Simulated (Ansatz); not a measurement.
Start from `C[SiH](F)N[SiH2]O` and change one atom or group to get `C[SiH](F)N[SiH3]`.

Ansatz, PBE0-D4/def2-TZVP geometries, multiplicity 1. Each molecule was computed in one conformer, which needn't be the lowest.

| property | `C[SiH](F)N[SiH2]O` |
| --- | --- |
| size of the dipole moment (PBE/def2-TZVPP) / D | 1.01 |
| HOMO–LUMO gap (PBE0/def2-TZVPP) / eV | 8.62 |
| HOMO energy (B3LYP/def2-TZVPP) / eV | -7.87 |
| size of the dipole moment (B3LYP/def2-TZVPP) / D | 1.14 |
| LUMO energy (ωB97M-V/def2-TZVPP) / eV | 2.04 |
| LUMO energy (B3LYP/def2-TZVPP) / eV | 0.22 |

What does the change do to each property? (An estimate is asked.)

The calculation gave: 
| property | `C[SiH](F)N[SiH3]` | shift |
| --- | --- | --- |
| size of the dipole moment (PBE/def2-TZVPP) / D | 1.49 | 0.48 |
| HOMO–LUMO gap (PBE0/def2-TZVPP) / eV | 8.15 | -0.47 |
| HOMO energy (B3LYP/def2-TZVPP) / eV | -7.70 | 0.17 |
| size of the dipole moment (B3LYP/def2-TZVPP) / D | 1.56 | 0.42 |
| LUMO energy (ωB97M-V/def2-TZVPP) / eV | 1.78 | -0.26 |
| LUMO energy (B3LYP/def2-TZVPP) / eV | -0.02 | -0.24 |

With PBE0 the HOMO rises by 0.18 eV and the LUMO falls by 0.29 eV, so the gap narrows by about 0.47 eV. PBE moves the HOMO by 0.14 eV and ωB97M-V by 0.20 eV. Dipoles are sizes alone; their direction can turn.

B3LYP here is the variant with VWN-RPA as its local correlation; programs differ in this.
